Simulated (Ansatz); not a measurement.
`C=N/C([SiH3])=C\F` → `C[Si](C)(F)C#N`  (isomerisation)

Isolated molecules relaxed with PBE0-D4/def2-TZVP in Ansatz; ΔE leaves out vibrations. CCSD(T)/CBS adds triple-zeta CCSD(T) − MP2 to the extrapolated MP2 energy (def2 sets, frozen cores). DFT in def2-TZVPP. B3LYP here is the variant with VWN-RPA as its local correlation; programs differ in this. One conformer a species, not always the lowest.

(1) Is it downhill or uphill in electronic energy at CCSD(T)/CBS, and by how much? (Best estimate.)

(2) What do these levels give: PBE-D4, r2SCAN-D4, B3LYP-D4, ωB97X-V, ωB97M-V, PBE, r2SCAN, MP2/def2-TZVPP, SCS-MP2/def2-TZVPP, CCSD/def2-TZVPP, CCSD(T)/def2-TZVPP, HF/def2-QZVPP? (An estimate is asked.)

Largest T1 diagnostic among the species: 0.014.

## Answers

(1) Ansatz gave: Downhill: ΔE = -452.1 kJ/mol.

(2) The calculation gave: PBE-D4 -400.9, r2SCAN-D4 -431.7, B3LYP-D4 -422.9, ωB97X-V -434.8, ωB97M-V -444.9, PBE -402.4, r2SCAN -432.0, MP2/def2-TZVPP -474.8, SCS-MP2/def2-TZVPP -466.3, CCSD/def2-TZVPP -455.5, CCSD(T)/def2-TZVPP -449.5, HF/def2-QZVPP -458.2 kJ/mol.

From PBE to PBE0 (25 % exact exchange), in def2-TZVPP and without D4, ΔE moves by −17.9 kJ/mol.
